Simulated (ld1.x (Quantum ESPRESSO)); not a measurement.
## What one change does to a pseudopotential (gallium, RRKJ)

ld1.x (Quantum ESPRESSO) 7.5 input, shortened:

```
&input
   title='Ga', zed=31., rel=1, dft='PBE', iswitch=3,
   config='[Ar] 3d10 4s2 4p0.5'
 /
 &inputp
   pseudotype=2, tm=.false., lloc=0,
   nlcc=.true., new_core_ps=.true., rcore=1.30
 /
2
4P  2  1   0.50   0.00  2.60  2.60  0.0
4S  1  0   2.00   0.00  1.90  1.90  0.0
 &test
   configts(1)='4s2 4p0.5'
 /
```

Change: core correction none.

Cutoffs: the cutoffs (Ry, on a coarse ladder) from which the occupation-weighted sum of valence levels, in a spherical-Bessel basis at the reference potential, stays within 10 and 1 mRy of its value at 400 Ry; they do not see the model core or the augmentation charge, which bear on the density cutoff. Errors are all-electron minus pseudo energies relative to the spin-unpolarised reference configuration.

Task: Predict the effect on cutoff, ghosts and configuration errors.

Result: The potential gets neither clearly harder nor softer (15 Ry and 35 Ry → 15 Ry and 35 Ry); of the 7 tests that both files solve, the error grows in 5 and shrinks in 2 by more than 15 % and 0.3 meV (median size 15.7 → 11.9 meV); neither file shows a bound ghost.

```csv
quantity,base,changed
"cutoff, loose",15 Ry,15 Ry
"cutoff, tight",35 Ry,35 Ry
bound ghosts,none,none
"error for 4s2 4p1, meV [ΔE -2.03 eV]",-1.3,+3.0
"error for 4s2 4p0, meV [ΔE 3.66 eV]",-4.3,+5.0
"error for 4s1 4p0, meV [ΔE 24.79 eV]",-148,+70
"error for 4s0 4p3, meV [ΔE 11.34 eV]",-74,+109
"error for 4s2 4p1.3, meV [ΔE -2.56 eV]",-2.3,+6.2
"error for 4s1 4p1, meV [ΔE 11.03 eV]",-40,+12
"error for 4s1 4p2, meV [ΔE 4.51 eV]",-16,+31
s: phases at 2.85 bohr within 0.05 rad from the reference energy up to (Ry; the scan ends near 5),1.7,1.7
p: phases at 2.85 bohr within 0.05 rad from the reference energy up to (Ry; the scan ends near 5),to the end of the scan,to the end of the scan
```
